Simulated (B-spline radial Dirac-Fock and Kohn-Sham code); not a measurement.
**Two-hole binding energies of Ce²⁺**

System: the Ce²⁺ ion in the configuration 1s2 2s2 2p6 3s2 3p6 3d10 4s2 4p6 4d10 4f2 5s2 5p6.

Model: Dirac-Fock energy differences between relaxed states, corrected for Breit and QED terms. Program: a radial finite-basis atomic code. U is the two-hole binding energy less the two single-hole energies, the effective repulsion of the holes after relaxation. Each two-hole energy is an average over J within one jj subconfiguration.

| holes | E(a) (eV) | E(b) (eV) | E(ab) (eV) | U (eV) |
| --- | --- | --- | --- | --- |
| 1s⁻¹ 2p3/2⁻¹ | 40457.1 | 5739.3 | 46447.3 | 251.0 |
| 1s⁻¹ 3p1/2⁻¹ | 40457.1 | 1290.1 | 41831.7 | 84.5 |
| 1s⁻¹ 3p3/2⁻¹ | 40457.1 | 1201.7 | 41736.5 | 77.7 |
| 2s⁻¹ 2p3/2⁻¹ | 6570.3 | 5739.3 | 12454.4 | 144.8 |
| 2s⁻¹ 3p1/2⁻¹ | 6570.3 | 1290.1 | ? | ? |
| 2s⁻¹ 3p3/2⁻¹ | 6570.3 | 1201.7 | 7837.8 | 65.8 |
| 2s⁻¹ 3d3/2⁻¹ | 6570.3 | 917.0 | 7560.0 | 72.8 |
| 2p3/2⁻¹ 3s⁻¹ | 5739.3 | 1454.8 | 7260.1 | 66.0 |
| 2p1/2⁻¹ 3d5/2⁻¹ | 6180.5 | 898.6 | 7152.3 | 73.3 |
| 2p3/2⁻¹ 3d3/2⁻¹ | 5739.3 | 917.0 | 6730.5 | 74.2 |
| 3p1/2⁻² | 1290.1 | 1290.1 | 2635.3 | 55.1 |
| 3p1/2⁻¹ 3p3/2⁻¹ | 1290.1 | 1201.7 | 2541.1 | 49.2 |
| 4d5/2⁻² | 125.2 | 125.2 | 271.6 | 21.2 |
| 5p3/2⁻² | 36.86 | 36.86 | 85.54 | 11.8 |

**Question.** Give the missing two-hole energy and U.

**Answer.** E(ab) = 7929.2 eV and U = 68.8 eV.

Values without a named source are computed, but for edge energies of neutral atoms, which are taken from tables.
